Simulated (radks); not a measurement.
Valence configurations of neutral palladium (all share [Kr]). Method: scalar-relativistic Kohn-Sham, PBEsol, spin-polarised, spherical densities, point nucleus; open shells are filled with parallel spins first (spin-orbit coupling, left out, can overturn this in heavy ions); computed with a radial shooting solver on a logarithmic mesh with Libxc functionals. Energies are relative to 4d10; eigenvalues in eV for spin up.

valence          E (eV)  moment (Bohr magnetons)    e(4d)   e(5p)   e(5s)
4d10              0.000                        0   -4.051       -       -
4d9 5p1           4.937                        2   -8.762  -1.930       -
4d9 5s1           1.032                        2   -7.025       -  -4.797
4d8 5s2           4.084                        2  -10.313       -  -5.682
4d9.5 5p0.5       2.176                        1   -6.500  -1.204       -
4d9.5 5s0.5       0.438                        1   -5.504       -  -4.074
4d7.5 5s2 5p0.5   8.235                        3  -12.899  -2.151  -6.944
4d7 5s2 5p1      13.040                        4  -15.412  -2.870  -8.069
4d8 5p2          12.216                        4  -13.248  -3.166       -

NIST lists [Kr] 4d10 as the ground configuration; this level of theory agrees among the configurations tried. The energies are those of spherical high-spin densities, not of single terms.
